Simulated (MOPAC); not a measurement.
MOPAC input (PM7):

```
PM7 1SCF GEO-OK AUX(PRECISION=9) THREADS=1
C2H10OSi2

C    -2.62117600 1    1.05090800 1    0.28303800 1
Si   -1.58644200 1   -0.41117400 1   -0.22670100 1
O    -0.00183700 1   -0.04852300 1   -0.00609500 1
Si    1.55735500 1   -0.54050000 1   -0.14032500 1
C     2.67893500 1    0.83088100 1    0.43375100 1
H    -2.37677300 1    1.92952100 1   -0.31709700 1
H    -3.68369100 1    0.83347400 1    0.14955700 1
H    -2.45498000 1    1.29828000 1    1.33329700 1
H    -1.93496100 1   -1.60231800 1    0.58783100 1
H    -1.82024200 1   -0.73951100 1   -1.65551000 1
H     1.76075300 1   -1.75697100 1    0.68589400 1
H     1.84260800 1   -0.88586900 1   -1.55571700 1
H     2.53732600 1    1.72881000 1   -0.17084200 1
H     3.72594500 1    0.52879300 1    0.35283000 1
H     2.47937900 1    1.08668300 1    1.47615300 1
```

From the output:

```
                                                       MOPAC v23.2.5 Linux

          FINAL HEAT OF FORMATION =       -124.86366 KCAL/MOL =    -522.42956 KJ/MOL

          COSMO AREA              =        160.74 SQUARE ANGSTROMS
          COSMO VOLUME            =        154.26 CUBIC ANGSTROMS

          IONIZATION POTENTIAL    =         10.824045 EV
          HOMO LUMO ENERGIES (EV) =        -10.824  0.716
          NO. OF FILLED LEVELS    =         16
          MOLECULAR WEIGHT        =        106.2714         POINT GROUP:  C2v

          MOLECULAR DIMENSIONS (Angstroms)

            Atom       Atom       Distance
            H    14    H     7     7.41868
            H     6    H    11     3.62319
            H    10    H    15     3.41242

          SCF CALCULATIONS        =          1

   ATOM   CHEMICAL          X               Y               Z
  NUMBER   SYMBOL      (ANGSTROMS)     (ANGSTROMS)     (ANGSTROMS)

     1       C         -2.62117600  *   1.05090800  *   0.28303800  *
     2      Si         -1.58644200  *  -0.41117400  *  -0.22670100  *
     3       O         -0.00183700  *  -0.04852300  *  -0.00609500  *
     4      Si          1.55735500  *  -0.54050000  *  -0.14032500  *
     5       C          2.67893500  *   0.83088100  *   0.43375100  *
     6       H         -2.37677300  *   1.92952100  *  -0.31709700  *
     7       H         -3.68369100  *   0.83347400  *   0.14955700  *
     8       H         -2.45498000  *   1.29828000  *   1.33329700  *
     9       H         -1.93496100  *  -1.60231800  *   0.58783100  *
    10       H         -1.82024200  *  -0.73951100  *  -1.65551000  *
    11       H          1.76075300  *  -1.75697100  *   0.68589400  *
    12       H          1.84260800  *  -0.88586900  *  -1.55571700  *
    13       H          2.53732600  *   1.72881000  *  -0.17084200  *
    14       H          3.72594500  *   0.52879300  *   0.35283000  *
    15       H          2.47937900  *   1.08668300  *   1.47615300  *

                             CARTESIAN COORDINATES

   1    C       -2.621176000     1.050908000     0.283038000
   2   Si       -1.586442000    -0.411174000    -0.226701000
   3    O       -0.001837000    -0.048523000    -0.006095000
   4   Si        1.557355000    -0.540500000    -0.140325000
   5    C        2.678935000     0.830881000     0.433751000
   6    H       -2.376773000     1.929521000    -0.317097000
   7    H       -3.683691000     0.833474000     0.149557000
   8    H       -2.454980000     1.298280000     1.333297000
   9    H       -1.934961000    -1.602318000     0.587831000
  10    H       -1.820242000    -0.739511000    -1.655510000
  11    H        1.760753000    -1.756971000     0.685894000
  12    H        1.842608000    -0.885869000    -1.555717000
  13    H        2.537326000     1.728810000    -0.170842000
  14    H        3.725945000     0.528793000     0.352830000
  15    H        2.479379000     1.086683000     1.476153000

           Empirical Formula: C2 H10 O Si2  =    15 atoms

      MOLECULAR POINT GROUP   :   C2v

                  EIGENVALUES
 -28.94976 -25.30412 -25.20527 -16.97674 -16.43269 -14.96249 -14.71534 -14.11864
 -13.92386 -13.43156 -13.37344 -13.33273 -11.96783 -11.69030 -10.91808 -10.82404
   0.71611   1.80022   2.27777   2.76202   2.93768   3.04122   5.91035   5.91197
   5.99150   5.99178   7.11675   7.12561   7.22212   8.49227  22.64136  22.84689
  23.33103  23.45577  23.60889  23.62118  24.24790  24.90327  25.26629  25.35687

              NET ATOMIC CHARGES AND DIPOLE CONTRIBUTIONS

  ATOM NO.   TYPE          CHARGE      No. of ELECS.   s-Pop       p-Pop       d-Pop
    1          C          -0.580680        4.5807     1.04074     3.53994
    2         Si           0.306347        3.6937     0.87050     2.58357     0.23959
    3          O          -0.721710        6.7217     1.64151     5.08020
    4         Si           0.306346        3.6937     0.87050     2.58357     0.23959
    5          C          -0.580681        4.5807     1.04074     3.53994
    6          H           0.172263        0.8277     0.82774
    7          H           0.167030        0.8330     0.83297
    8          H           0.172452        0.8275     0.82755
    9          H           0.061840        0.9382     0.93816
   10          H           0.061607        0.9384     0.93839
   11          H           0.061835        0.9382     0.93817
   12          H           0.061611        0.9384     0.93839
   13          H           0.172319        0.8277     0.82768
   14          H           0.167031        0.8330     0.83297
   15          H           0.172391        0.8276     0.82761
 DIPOLE           X         Y         Z       TOTAL
 POINT-CHG.    -0.056    -1.864    -0.764     2.015
 HYBRID         0.059     1.939     0.765     2.085
 SUM            0.003     0.075     0.001     0.075

          ATOMIC ORBITAL ELECTRON POPULATIONS

     Atom    s        px        py        pz      x^2-y^2     xz        z^2       yz        xy
    1  C   1.04074   1.17200   1.18364   1.18431
    2 Si   0.87050   0.56682   0.95033   1.06642   0.05962   0.04340   0.04315   0.03192   0.06150
    3  O   1.64151   1.42283   1.79825   1.85912
    4 Si   0.87050   0.57560   0.93818   1.06979   0.06036   0.04325   0.04116   0.03437   0.06045
    5  C   1.04074   1.17290   1.18246   1.18459
    6  H   0.82774
    7  H   0.83297
    8  H   0.82755
    9  H   0.93816
   10  H   0.93839
   11  H   0.93817
   12  H   0.93839
   13  H   0.82768
   14  H   0.83297
   15  H   0.82761

 **********************
 *                    *
 * JOB ENDED NORMALLY *
 *                    *
 **********************

 == MOPAC DONE ==
```

The geometry given is a B3LYP-D3(BJ)/def2-TZVP minimum.
